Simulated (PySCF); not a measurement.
# Calculated NMR parameters of C#C[C@@H]1[C@@H](F)[Si@@H]1C#C

```yaml
Formula: C6H5FSi
SMILES: C#C[C@@H]1[C@@H](F)[Si@@H]1C#C
Point_group_of_the_computed_structure: C1
Degrees_of_unsaturation: 5
Carbon_signals: 6
Proton_signals: 5
```

Structure with atom numbers: `[CH:1]#[C:2][C@@H:3]1[C@@H:4]([F:5])[Si@@H:6]1[C:7]#[CH:8]`. Each H is labelled by its parent atom.

Level of theory: shielding tensors at PBE0/pcSseg-1 (GIAO), coordinates at the GFN2-xTB level, in PySCF 2.14.0 with density-fitted response routines (one computed conformer, in vacuum, non-relativistic).

Chemical shifts δ = σref − σ; ¹H, ¹³C, ²⁹Si against TMS; CFCl3 for ¹⁹F, all at this level.

| carbon | δC, type | δH (multiplicity) | HMBC from (2–3 bonds) | span of the C tensor (ppm) |
| --- | --- | --- | --- | --- |
| C1 | 74.2, CH | 1.47 (d) | H(C3) | 217 |
| C2 | 85.3, C | – | H(C4), H(Si6), H(C3), H(C1) | 299 |
| C3 | 13.5, CH | 2.07 (m) | H(C4), H(Si6), H(C1) | 64 |
| C4 | 87.0, CH | 5.34 (m) | H(Si6), H(C3) | 143 |
| C7 | 81.2, C | – | H(C4), H(Si6), H(C3), H(C8) | 275 |
| C8 | 105.5, CH | 1.85 (d) | H(Si6) | 269 |

Other nuclei:
```csv
atoms,nucleus,environment,δ (ppm),σ (ppm)
H(Si6),¹H,"hydrogen on a silicon bonded to 3 C, in a 3-membered ring",3.92,27.80
F5,¹⁹F,fluorine on an sp3 carbon,-242.4,413.3
Si6,²⁹Si,"silicon bonded to 3 C, H, in a 3-membered ring",-128.3,477.4
```

- Carbon types of the structure: 2 × C, 4 × CH, leaving 1 H on heteroatoms.
- δC 105.5, 74.2: terminal alkyne carbon.
- δC 87.0, 13.5: three-membered-ring carbon.
- δC 85.3, 81.2: alkyne carbon; the triple bond shields along its axis, which puts it between sp3 and sp2 carbons.
- δH 5.34, 2.07: hydrogen on a three-membered-ring carbon.
- δH 1.85, 1.47: hydrogen on a terminal alkyne carbon; it lies on the axis of the triple bond, in its shielding cone.

Splittings by ¹⁹F in the carbon and heteronuclear signals aren't shown, as no couplings were computed. Shifts are as computed. Against solution values, carbons near 30 ppm lie about +3 ppm off and those near 130 ppm about +5 ppm. Of 1211 compounds with measured shifts, 218 miss one by over three times the rms of a fit or turn the order of signals round; such compounds aren't used in these exercises. Unscaled 19F shifts against computed CFCl3 carry errors that often reach 10 to 50 ppm. Multiplicities follow the n + 1 count of equivalent neighbours, as no J values were calculated; m marks all less simple cases, F and P coupling included.
